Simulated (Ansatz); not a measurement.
(4-methoxyphenyl)phenyliodonium (C13H12IO⁺), 27 atoms. Hardware: 6 threads of Intel Xeon Platinum 8488C on a shared host.

In the def2 sets I takes a core potential; there is no spin–orbit coupling. Correlated methods freeze 18 core orbitals; core or outer-core shells of I are correlated, in sets that lack core-valence functions.

(1) How many basis functions does each of these Ansatz runs have, and roughly what does it cost? PBE0-D4/def2-TZVP, charge 1 singlet, energy and forces, from earlier orbitals; PBE-D4/def2-SVP, charge 1 singlet, energy, from earlier orbitals; PBE-D4/def2-TZVP, charge 1 singlet, energy and forces, from earlier orbitals; r2SCAN-D4/def2-TZVP, charge 1 singlet, energy, from earlier orbitals; PBE-D4/def2-SVP, charge 0 doublet, relaxation, 48 steps; PBE0-D4/def2-SVP, charge 0 doublet, energy, from earlier orbitals; PBE-D4/def2-SVP, charge 1 triplet at the geometry of the charge 1 singlet, energy, from earlier orbitals; HF/STO-3G, charge 1 singlet, energy; PBE0-D4/def2-SVP, charge 1 triplet at the geometry of the charge 1 singlet, energy; PBE-D4/def2-SVP, charge 0 doublet at the geometry of the charge 1 singlet, energy, from earlier orbitals; MP2/def2-SVP, charge 1 singlet, energy, from earlier orbitals; PBE0-D4/def2-SVP, charge 1 singlet, energy, from earlier orbitals.

## Answers

(1) Other jobs shared the machine, so times can vary by a factor of up to 3. A dash marks memory too small to be measured apart from the calling script's.

```json
{"run": "HF/STO-3G, charge 1 singlet, energy", "functions": "109", "fitting or Cholesky vectors": "1473", "wall time": "1.1 s", "peak host memory (GiB)": "–"}
{"run": "PBE-D4/def2-SVP, charge 1 singlet, energy, from earlier orbitals", "functions": "282", "fitting or Cholesky vectors": "3209", "wall time": "2.7 s", "peak host memory (GiB)": "0.59"}
{"run": "PBE0-D4/def2-SVP, charge 1 singlet, energy, from earlier orbitals", "functions": "282", "fitting or Cholesky vectors": "3265", "wall time": "5.5 s", "peak host memory (GiB)": "1.9"}
{"run": "PBE-D4/def2-SVP, charge 0 doublet at the geometry of the charge 1 singlet, energy, from earlier orbitals", "functions": "282", "fitting or Cholesky vectors": "3209", "wall time": "6.5 s", "peak host memory (GiB)": "0.71"}
{"run": "PBE-D4/def2-SVP, charge 1 triplet at the geometry of the charge 1 singlet, energy, from earlier orbitals", "functions": "282", "fitting or Cholesky vectors": "3209", "wall time": "7 s", "peak host memory (GiB)": "0.72"}
{"run": "MP2/def2-SVP, charge 1 singlet, energy, from earlier orbitals", "functions": "282", "fitting or Cholesky vectors": "2987", "wall time": "7.5 s", "peak host memory (GiB)": "1.3"}
{"run": "PBE-D4/def2-TZVP, charge 1 singlet, energy and forces, from earlier orbitals", "functions": "556", "fitting or Cholesky vectors": "3386", "wall time": "8.5 s", "peak host memory (GiB)": "1.7"}
{"run": "PBE0-D4/def2-SVP, charge 0 doublet, energy, from earlier orbitals", "functions": "282", "fitting or Cholesky vectors": "2991", "wall time": "9.5 s", "peak host memory (GiB)": "1.7"}
{"run": "r2SCAN-D4/def2-TZVP, charge 1 singlet, energy, from earlier orbitals", "functions": "556", "fitting or Cholesky vectors": "3386", "wall time": "10 s", "peak host memory (GiB)": "1.8"}
{"run": "PBE0-D4/def2-SVP, charge 1 triplet at the geometry of the charge 1 singlet, energy", "functions": "282", "fitting or Cholesky vectors": "2987", "wall time": "23 s", "peak host memory (GiB)": "1.9"}
{"run": "PBE0-D4/def2-TZVP, charge 1 singlet, energy and forces, from earlier orbitals", "functions": "556", "fitting or Cholesky vectors": "3437", "wall time": "27 s", "peak host memory (GiB)": "3.8"}
{"run": "PBE-D4/def2-SVP, charge 0 doublet, relaxation, 48 steps", "functions": "282", "fitting or Cholesky vectors": "3209", "wall time": "2.6 min", "peak host memory (GiB)": "0.64"}
```
